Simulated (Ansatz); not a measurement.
`CC[O][Zn][Cl]`. The species carries charge 0 and has multiplicity 1. Geometry: relaxed with PBE0-D4/def2-TZVP. It is one conformer, not always the lowest.

```xyz
10

C     0.129   -1.205   -1.051
C    -0.430   -0.130   -0.148
O     0.636    0.518    0.506
Zn    0.497    1.843    1.661
Cl    0.489    3.408    3.038
H     0.800   -0.768   -1.794
H     0.695   -1.935   -0.468
H    -0.677   -1.727   -1.574
H    -1.018    0.580   -0.747
H    -1.122   -0.585    0.576
```

Q: What is the dipole moment at ωB97M-V/def2-TZVPP? (Estimate.)

A: The calculation gave: 1.47 D, with components (-0.96, -0.80, -0.78) D in this frame, pointing from negative to positive charge.

Q: And with PBE, r2SCAN, B3LYP? (Best estimate.)

A: The calculation gave: PBE 1.52 D, r2SCAN 1.57 D, B3LYP 1.51 D.

Q: Give the Mulliken charges with ωB97M-V, PBE, B3LYP in def2-TZVPP. (Best estimate.)

A: Computed: 
| atom | ωB97M-V | PBE | B3LYP |
| --- | --- | --- | --- |
| C1 | -0.30 | -0.24 | -0.24 |
| C2 | 0.01 | 0.04 | 0.07 |
| O3 | -0.48 | -0.38 | -0.47 |
| Zn4 | 0.58 | 0.47 | 0.56 |
| Cl5 | -0.29 | -0.27 | -0.30 |
| H6 | 0.10 | 0.08 | 0.08 |
| H7 | 0.10 | 0.08 | 0.08 |
| H8 | 0.09 | 0.07 | 0.07 |
| H9 | 0.09 | 0.08 | 0.07 |
| H10 | 0.09 | 0.08 | 0.07 |

B3LYP here is the variant with VWN-RPA as its local correlation; programs differ in this.
